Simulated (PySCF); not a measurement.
CH4BeSSe, SMILES [Be]([SeH])[S]C. Atoms are numbered in the order given.

```xyz
8

Be     0.1917    -0.2512    -0.2566
S     -0.1914    -1.4316    -1.6976
C     -2.0325    -1.3062    -1.8284
H     -2.5167    -1.7105    -0.9300
H     -2.3200    -1.9139    -2.6964
H     -2.3486    -0.2686    -1.9962
Se     0.6232     1.0489     1.2507
H      0.4876    -0.0222     2.2568
```
Charge 0, spin multiplicity 1.

Geometry: TPSSh-D3(BJ)/def2-SVP. The structure was generated by enumeration; whether it is a known compound was not checked. The values are those of a single conformer.

Level of theory: PBE/pcSseg-1 run with PySCF.

GIAO shieldings, no solvent; atoms alike by connectivity are averaged. δ = σ(ref) − σ: ³³S against H2S (σ = 706.5 ppm); ¹³C against TMS (σ = 182.0 ppm); ¹H against TMS (σ = 31.49 ppm); ⁷⁷Se against Me2Se (σ = 1634.8 ppm), references at their B3LYP-D3(BJ)/def2-TZVP geometries, non-relativistic.

```csv
atoms,nucleus,count,δ (ppm)
S2,³³S,1,?
C3,¹³C,1,?
"H4, H5, H6",¹H,3,2.50
H8,¹H,1,0.93
Se7,⁷⁷Se,1,-492.1
```

Problem. What belongs in the gaps? (Estimate from the structure and the level; the computed values follow.)

Solution. 
- S2, δ (ppm): 116.7
- C3, δ (ppm): 14.0
